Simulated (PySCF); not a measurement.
How methods differ on the ionisation energy of Br(24+)

Br(24+) [Ne] 3s1 (2S) → Br(25+) [Ne] (1S), as a difference of total energies. Computed with PySCF 2.14 in an uncontracted even-tempered set (16 s from 2.7 bohr⁻², ratio 2.5; 10 p from 3.5 bohr⁻², ratio 2.5; 5 d from 13 bohr⁻², ratio 2.7; 4 f from 20 bohr⁻², ratio 2.7), with the non-relativistic Hamiltonian (point nucleus). Correlated levels: outer shells: 1s2 frozen; virtual orbitals above 40 to 60 times the deepest correlated orbital energy dropped. The calculations carry no spin-orbit coupling.

```csv
method,ionisation energy (eV)
UHF,1101.9
LDA,1104.1
PBE,1105.4
PBE0,1104.6
r2SCAN,1101.7
MN15,1101.2
r2SCANh,1101.8
MP2 (outer shells),1102.6
SCS-MP2 (outer shells),1102.4
```

The gap to the reference is mostly relativistic.

For comparison: 1119.2 eV (semi-empirical (NIST evaluation); NIST Atomic Spectra Database, ionization energies).
